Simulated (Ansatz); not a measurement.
Breaking the Ga1–H2 bond in GaH3O (SMILES [OH][GaH2]) (multiplicity 1 held, fragments rigid). Energies count from the point at 1.556 Å.
Geometry at that point (charge 0, multiplicity 1):
```xyz
5

Ga    -0.2252    -0.2844     0.0258
H      0.0603    -1.2972     1.1723
H     -1.3595    -0.3087    -1.0529
O      0.9382     1.0873    -0.0240
H      0.7756     1.7230    -0.7275
```

R- and RO- levels are restricted; in cc, def2 and unpolarised 6-31G sets they are followed outwards from rest. U- levels take the lowest unrestricted solution at each point, which mixes spins at long bonds. Active spaces are followed from a long bond inwards. Curves can end on different states.

Frozen-core correlation. Filled d and f shells under p-block atoms count as core.

Programs: Ansatz (Gaussian orbitals). 

Energies in eV.

```json
[
 {"R (Å)": "1.245", "U-MP2/cc-pVDZ": "1.27", "R-CCSD(T)/cc-pVDZ": "1.28", "U-CCSD(T)/cc-pVDZ": "1.28", "FIC-MRCISD+Q on CASSCF(2,2)/cc-pVDZ": "1.28"},
 {"R (Å)": "1.401", "U-MP2/cc-pVDZ": "0.26", "R-CCSD(T)/cc-pVDZ": "0.28", "U-CCSD(T)/cc-pVDZ": "0.28", "FIC-MRCISD+Q on CASSCF(2,2)/cc-pVDZ": "0.27"},
 {"R (Å)": "1.556", "U-MP2/cc-pVDZ": "0.00", "R-CCSD(T)/cc-pVDZ": "0.00", "U-CCSD(T)/cc-pVDZ": "0.00", "FIC-MRCISD+Q on CASSCF(2,2)/cc-pVDZ": "0.00"},
 {"R (Å)": "1.712", "U-MP2/cc-pVDZ": "0.13", "R-CCSD(T)/cc-pVDZ": "0.11", "U-CCSD(T)/cc-pVDZ": "0.11", "FIC-MRCISD+Q on CASSCF(2,2)/cc-pVDZ": "0.12"},
 {"R (Å)": "1.867", "U-MP2/cc-pVDZ": "0.47", "R-CCSD(T)/cc-pVDZ": "0.43", "U-CCSD(T)/cc-pVDZ": "0.43", "FIC-MRCISD+Q on CASSCF(2,2)/cc-pVDZ": "0.43"},
 {"R (Å)": "2.101", "U-MP2/cc-pVDZ": "1.15", "R-CCSD(T)/cc-pVDZ": "1.05", "U-CCSD(T)/cc-pVDZ": "1.05", "FIC-MRCISD+Q on CASSCF(2,2)/cc-pVDZ": "1.06"},
 {"R (Å)": "2.334", "U-MP2/cc-pVDZ": "2.06", "R-CCSD(T)/cc-pVDZ": "1.69", "U-CCSD(T)/cc-pVDZ": "1.70", "FIC-MRCISD+Q on CASSCF(2,2)/cc-pVDZ": "1.69"},
 {"R (Å)": "2.723", "U-MP2/cc-pVDZ": "2.95", "R-CCSD(T)/cc-pVDZ": "2.55", "U-CCSD(T)/cc-pVDZ": "2.59", "FIC-MRCISD+Q on CASSCF(2,2)/cc-pVDZ": "2.55"},
 {"R (Å)": "3.112", "U-MP2/cc-pVDZ": "3.24", "R-CCSD(T)/cc-pVDZ": "3.09", "U-CCSD(T)/cc-pVDZ": "3.17", "FIC-MRCISD+Q on CASSCF(2,2)/cc-pVDZ": "3.09"},
 {"R (Å)": "3.579", "U-MP2/cc-pVDZ": "3.35", "R-CCSD(T)/cc-pVDZ": "3.35", "U-CCSD(T)/cc-pVDZ": "3.46", "FIC-MRCISD+Q on CASSCF(2,2)/cc-pVDZ": "3.40"},
 {"R (Å)": "4.202", "U-MP2/cc-pVDZ": "3.38", "R-CCSD(T)/cc-pVDZ": "3.36", "U-CCSD(T)/cc-pVDZ": "3.52", "FIC-MRCISD+Q on CASSCF(2,2)/cc-pVDZ": "3.53"},
 {"R (Å)": "4.980", "U-MP2/cc-pVDZ": "3.39", "R-CCSD(T)/cc-pVDZ": "3.28", "U-CCSD(T)/cc-pVDZ": "3.53", "FIC-MRCISD+Q on CASSCF(2,2)/cc-pVDZ": "3.56"}
]
```

Doubts at one or more of the structures used: a spin-contaminated determinant (U-MP2/cc-pVDZ, U-CCSD(T)/cc-pVDZ); a restricted determinant that unrestricted orbitals would lower (R-CCSD(T)/cc-pVDZ); other coupled-cluster roots lie near (R-CCSD(T)/cc-pVDZ); T1 above 0.05 (R-CCSD(T)/cc-pVDZ, U-CCSD(T)/cc-pVDZ).

Ansatz is an electronic-structure program.
